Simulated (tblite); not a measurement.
Question: Write Cartesian coordinates for `O[CH]O[SiH2]P([SiH3])[SiH3]` [radical] as optimised with GFN2-xTB. (Doublet state.)

Answer: 
```xyz
17
CH10O2PSi3 angstrom
O      3.9495   -1.2072    0.0994
C      3.1265   -0.1936   -0.2814
O      1.8429   -0.3004    0.1032
Si     0.7246    0.8521    0.3471
P     -0.9882   -0.3689    1.0150
Si    -1.4838   -1.5413   -0.8162
Si    -2.5139    1.2400    1.0058
H      3.3997   -1.9572    0.3628
H      3.5955    0.7763   -0.2843
H      1.1369    1.7826    1.4001
H      0.5390    1.6249   -0.8886
H     -1.5027   -0.7284   -2.0373
H     -2.8122   -2.1096   -0.5871
H     -0.4816   -2.5987   -0.9438
H     -2.1691    2.1601    2.0861
H     -2.5659    1.9814   -0.2570
H     -3.8044    0.5999    1.2461
```

Any rigid rotation of these coordinates is as good. Atoms count from 1 in this order. C2 (carbon bonded to 2 O and H) has angles 119.2°, 116.0° and 114.1°, sum 349.3°, 0.24 Å off the plane of its three neighbours. The P–Si distances run from 2.207 Å (Si4–P5, drawn single) to 2.230 Å (P5–Si6, drawn single), a spread of 0.023 Å. P5 (phosphorus bonded to 3 Si) is pyramidal (angles 103.0°, 102.4° and 97.5°, sum 303.0°, 1.01 Å off the plane of its three neighbours). O1 (oxygen bonded to C and H) is bent (angle 108.1°).

Bonds between heavy atoms (Å): O1–C2 1.360, C2–O3 1.344, O3–Si4 1.624, Si4–P5 2.207, P5–Si6 2.230, P5–Si7 2.217.

The geometry is computed with GFN2-xTB (gas phase). This method treats the open shell by occupation alone, without spin polarisation.

Point group: C1 (no symmetry element, even within 0.4 Å). Its GFN2-xTB frequencies are all real (lowest 23 cm⁻¹). Torsions: H–O1–C2–O3 17°, O1–C2–O3–Si4 155°, C2–O3–Si4–P5 -178°, O3–Si4–P5–Si6 -66°. 3 starts were optimised and ended at 0.00, 1.34 and 2.09 kcal/mol (GFN2-xTB); the lowest of these is shown.

One conformer stands for the species.
